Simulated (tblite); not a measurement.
Compound: C6H2N (doublet state).
SMILES with atom numbers: `[CH2:1]=[C:2]=[C:3][C:4]#[C:5][C:6]#[N:7]` (hydrogens: H8, H9 on C1)

All values are computed: GFN2-xTB (tblite) harmonic vibrations without scaling, gas phase. Errors from tens to a few hundred cm⁻¹ against measured bands are possible. Open shells enter through the occupations alone, without spin polarisation, and single modes of such species can be off by tens of per cent.

Harmonic wavenumbers (cm⁻¹): 72.5, 75.3, 176.7, 178.5, 274.3, 325.6, 373.0, 378.7, 455.1, 477.0, 564.6, 750.5, 935.9, 1076.3, 1344.5, 1538.9, 2036.4, 2139.7, 2278.8, 3088.6, 3107.9.

A = 294735, B = 824.1, C = 821.8 MHz; mass 88.019 u (most abundant isotopes); point group C2v, symmetry number 2; spin multiplicity 2.

**Question.** Zero-point energy?

**Answer.** ½Σν̃ = 10824 cm⁻¹ = 30.95 kcal/mol.

**Question.** What is S at 350 K and 1 bar for an ideal gas of classical rigid rotors and harmonic oscillators?

**Answer.** Translation 40.16, rotation 23.99, vibration 23.53, spin (R ln 2) 1.38: S = 89.1 cal/(mol K).

**Question.** And Cp and H(350 K) − H(0)?

**Answer.** Cp = 29.26 cal/(mol K), of which vibrations give 21.31 (their classical limit is 21 R = 41.7); H(350 K) − H(0) = 7.07 kcal/mol without the zero-point energy, 4.28 from vibrations.

**Question.** Blend soft modes into free rotors: weight 1/[1 + (100 cm⁻¹/ν̃)⁴] for the oscillator and the rest for a rotor with moment μB/(μ + B), μ = h/(8π²ν), B = 10⁻⁴⁴ kg m². What vibrational entropy results?

**Answer.** 21.89 cal/(mol K) in place of 23.53, which changes −T·S at 350 K by +0.57 kcal/mol.

**Question.** Which modes carry the vibrational entropy at 350 K?

**Answer.** 72.5 cm⁻¹: 4.40; 75.3 cm⁻¹: 4.33; 176.7 cm⁻¹: 2.67; 178.5 cm⁻¹: 2.65; 274.3 cm⁻¹: 1.85; 325.6 cm⁻¹: 1.55 cal/(mol K); the other 15 give 6.09 together.

**Question.** How do the functions run with temperature in this model?

**Answer.** 
```tsv
T (K)	S (cal/(mol K))	Cp (cal/(mol K))	H − H(0) (kcal/mol)	G − H(0) (kcal/mol)	ln q(vib)
150	68.3	19.8	2.03	-8.21	1.96
250	79.8	25.5	4.32	-15.64	3.86
298.15	84.5	27.5	5.59	-19.60	4.75
400	93.1	30.7	8.57	-28.66	6.54
600	106.5	35.3	15.20	-48.67	9.69
900	121.7	40.0	26.55	-83.00	13.66
```

q(vib) and H(0) count from the zero-point level.

Hindered rotation and anharmonicity are outside this model.
